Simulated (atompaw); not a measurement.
# What the settings do to the PAW (atompaw) potential of arsenic

Base potential:

As, PAW, made with atompaw 4.2.0.5 (PBEsol, non-relativistic). Core [Ar] 3d10, reference 4s1.75 4p3.25. Waves: 4s (bound): rc 1.35 bohr; 4s channel at 1.45 Ry: rc 2.10 bohr; 4p (bound): rc 2.10 bohr; 4p channel at 0.05 Ry: rc 2.10 bohr. Local part: troulliermartins scheme with l = 2 at 1 Ry, radius 2.00 bohr. Core correction: smooth core density matched at 1.15 bohr. Augmentation charge: besselshape compensation charge, radius 1.75 bohr; PAW radius 2.10 bohr; waves and projectors: custom rrkj vanderbiltortho.

Cutoffs, loose and tight: the cutoffs (Ry, on a coarse ladder) from which the occupation-weighted sum of valence levels, in a spherical-Bessel basis at the reference potential, stays within 10 and 1 mRy of its value at 400 Ry. They see the waves, projectors and local potential, not the compensation charge or the core. A dash means not determined.

| change | outcome | cutoff, loose | cutoff, tight | bound ghosts |
| --- | --- | --- | --- | --- |
| base | generated | 18 Ry | 35 Ry | none |
| augmentation sinc compensation charge, radius 1.75 bohr; PAW radius 2.10 bohr; waves and projectors: custom rrkj vanderbiltortho | generated | 18 Ry | 35 Ry | none |
| functional PBE | generated | 18 Ry | 35 Ry | none |
| reference 4s1.5 4p3.5 | generated | 18 Ry | 35 Ry | none |
| wave 4s (bound): rc 1.35 bohr becomes 4s (bound): rc 1.90 bohr | generated | 12 Ry | 18 Ry | none |
| scalar-relativistic | generated | 18 Ry | 35 Ry | none |
| augmentation besselshape compensation charge, radius 1.28 bohr; PAW radius 2.10 bohr; waves and projectors: custom rrkj vanderbiltortho | generated | 18 Ry | 35 Ry | none |
| core [Ne], valence charge 23; reference 3s2 3p6 3d10 4s2 4p3; waves now 3s (bound): rc 0.75 bohr; 4s (bound): rc 1.30 bohr; 3p (bound): rc 0.95 bohr; 4p (bound): rc 1.30 bohr; 3d (bound): rc 1.30 bohr; 3d channel at -2.35 Ry: rc 1.30 bohr; local potential troulliermartins scheme with l = 3 at 1 Ry, radius 1.05 bohr; core correction smooth core density matched at 0.70 bohr; augmentation besselshape compensation charge, radius 1.05 bohr; PAW radius 1.30 bohr; waves and projectors: custom rrkj vanderbiltortho | generated | 140 Ry | 230 Ry | none |
| wave 4p channel at 0.05 Ry: rc 2.10 bohr becomes 4p channel at -0.14 Ry: rc 2.10 bohr | generated | 18 Ry | 35 Ry | none |
| augmentation besselshape compensation charge, radius 1.75 bohr; PAW radius 2.10 bohr; waves and projectors: custom polynom vanderbiltortho | generated | 30 Ry | 45 Ry | none |
| augmentation besselshape compensation charge, radius 1.75 bohr; PAW radius 2.10 bohr; waves and projectors: custom rrkj gramschmidtortho | generated | 18 Ry | 35 Ry | none |

What comes out with this change to the base: local potential bessel scheme, radius 2.00 bohr?

outcome: failed: atompaw: The overlap operator has at least one negative eigenvalue!. Cause: the overlap operator built from these waves and projectors is not positive definite.

What comes out with this change to the base: wave 4s (bound): rc 1.35 bohr becomes 4s (bound): rc 1.42 bohr?

outcome: generated; cutoff, loose: 18 Ry; cutoff, tight: 30 Ry; bound ghosts: none.
